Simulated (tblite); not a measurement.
dimethylamine (C$_{2}$H$_{7}$N), singlet, at a GFN2-xTB geometry; tblite 0.6.0 with GFN1-xTB.

Input for tblite:
```
$ tblite run mol.xyz --method gfn1 --charge 0 --spin 0 --grad --json tblite.json --no-restart

# file mol.xyz
10

C     -0.03569820    -0.19812946     1.20885066
N     -0.01154258     0.58084668    -0.01145657
C     -0.03127914    -0.24555833    -1.20023843
H      0.79495153    -0.91719079     1.28867119
H      0.00160531     0.47631350     2.06242479
H     -0.97233828    -0.75537051     1.24598034
H      0.81745163     1.16872016    -0.02150966
H      0.79960582    -0.96714418    -1.24864846
H      0.00920307     0.39476842    -2.07955436
H     -0.96781698    -0.80389660    -1.21884120
```

What the program printed (banner, timings and long lists left out):

```
xTB calculator
 | screened Coulomb repulsion
 | Coulomb electrostatics
 |  * isotropic Klopman-Ohno-Mataga-Nishimoto electrostatics
 |  * onsite third-order electrostatics
 | DFT-D3(BJ) dispersion correction

halogen bonding energy    0.0000000000000E+00 Eh
repulsion energy          1.3562386969687E-01 Eh
dispersion energy        -2.1875978883382E-03 Eh
number of electrons       2.0000000000000E+01 e
integral cutoff           1.9731147476801E+01 bohr

------------------------------------------------------------
  cycle        total energy    energy error   density error
------------------------------------------------------------
      1     -11.16023814808  -1.1293674E+01   5.3045033E-01
      2     -11.19003151748  -2.9793369E-02   3.0330505E-01
      3     -11.19067973173  -6.4821425E-04   5.2751584E-02
      4     -11.19122929953  -5.4956780E-04   2.3714634E-03
      5     -11.19123459139  -5.2918606E-06   7.1566931E-04
      6     -11.19123479500  -2.0360539E-07   1.3793224E-04
      7     -11.19123482708  -3.2079232E-08   1.3708985E-05
------------------------------------------------------------

electronic energy        -1.1324671098885E+01 Eh
total energy             -1.1191234827076E+01 Eh

Post processing:
 | Mayer-Wiberg bond orders

[Info] Tight-binding results written to 'tblite.txt'
[Info] JSON dump of results written to 'tblite.json'
```
